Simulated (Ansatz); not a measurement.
[MnOF4]- (MnOF₄⁻), relaxed as a singlet with RKS r2SCAN-D4/def2-SVPD in Ansatz, starting from the GFN2-xTB geometry. Force threshold 0.02 eV/Å.

The restricted singlet is unstable towards broken spin symmetry at other levels; at r2SCAN-D4/def2-SVPD this wasn't settled. At r2SCAN-D4/def2-SVPD a triplet of charge -1 lies 0.73 eV below the restricted singlet, each at its own geometry.

Start:

```tsv
atom	x (Å)	y (Å)	z (Å)
Mn1	-0.1138	0.0533	-0.0949
O2	-1.1739	0.5504	-0.9789
F3	1.4604	0.2503	-0.8557
F4	0.1751	-1.6536	-0.4160
F5	-0.8028	-0.5585	1.4039
F6	0.4550	1.3581	0.9415
```

Q: Estimate the energy that the relaxation releases and the steps that it takes.

A: 0.18 eV, in 4 steps; 11 s on 4 threads of Arm Neoverse V1 on a shared host. No frequencies were taken in this run, so the end may be a saddle point.

Q: Does the start keep its bonding and symmetry?

A: By distances, no bond broke or formed. The bond that changes most is Mn1–O2, from 1.47 to 1.52 Å (atoms count from 1). Point group C4v at the start, C4v at the end, both within 0.05 Å.

Q: Predict the relaxed structure.

A: 
```csv
atom,x (Å),y (Å),z (Å)
Mn1,-0.0815,0.0382,-0.0679
O2,-1.1826,0.5544,-0.9861
F3,1.4823,0.2677,-0.8991
F4,0.1716,-1.6917,-0.4334
F5,-0.8483,-0.5649,1.4278
F6,0.4584,1.3963,0.9587
```
Bond lengths: 4 × F–Mn 1.79 Å; 1 × Mn–O 1.52 Å.
